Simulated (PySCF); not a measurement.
C3H5Cl, SMILES C=C(C)Cl. Geometry: PBE0-D3(BJ)/def2-SVP.

Level of theory: PBE0-D3(BJ)/def2-SVP run with PySCF.

Harmonic wavenumbers (cm⁻¹): 209, 350, 401, 457, 662, 710, 898, 935, 1005, 1055, 1201, 1376, 1409, 1439, 1454, 1739, 3059, 3146, 3176, 3182, 3292. Rotational constants (GHz): 9.263, 4.958, 3.296; symmetry number 1.

Work out the zero-point energy and the ideal-gas rigid-rotor harmonic-oscillator thermochemistry at 298.15 K and 1 atm.

ZPE = ½ Σ hcν = ½ × 31158 cm⁻¹ = 186.36 kJ/mol. H − E(el) = 201.34 kJ/mol. Entropy in J/(mol K): translation 162.84, rotation 105.29, vibration 25.69, total 293.83. G − E(el) = 113.73 kJ/mol. Cp = 75.99 J/(mol K).
